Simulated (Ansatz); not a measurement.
Frontier orbitals of `[OH][Mo]([F])([F])(=[S])[Cl]`.

Total charge 0; spin multiplicity 1. Correlated methods include outer-core shells of Mo, which these sets cover unevenly. Mo takes the def2 core potential. Geometry: relaxed with PBE0-D4/def2-TZVP. It is one conformer, not always the lowest. Basis def2-TZVPP, Ansatz.

Orbital energies of one run (eV). Highest occupied ones, from the top: -8.03, -8.08, -8.33, -9.16, -9.57, -9.77, -9.93, -10.42, -10.67, -11.69, -11.72, -12.02, -12.43, -12.56. Empty: -4.81, -4.27, -4.01, -3.08, -1.23, -0.59.

(1) Which functional gave them?
A. ωB97M-V
B. BLYP
C. B97M-V
D. BHLYP

## Answers

(1) C. HOMO energies: B97M-V -8.03, BHLYP -10.06, BLYP -7.45, ωB97M-V -11.00 eV.
